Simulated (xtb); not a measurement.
Harmonic IR lines of one isomer of C3H8Si, unscaled. Method: GFN2-xTB (xtb).

wavenumber (cm⁻¹): 533 (m), 700 (vw), 768 (m), 787 (m), 796 (s), 811 (vs), 1009 (vw), 1689 (m), 2230 (vs), 2239 (s), 2258 (s), 2991 (w), 3006 (w), 3014 (w), 3045 (m)

Say which structure gives these lines.
(A) `C/C=C\[SiH3]`
(B) `C=CC[SiH3]`
(C) `C/C=C/[SiH3]`
(D) `C=C(C)[SiH3]`

C, `C/C=C/[SiH3]`
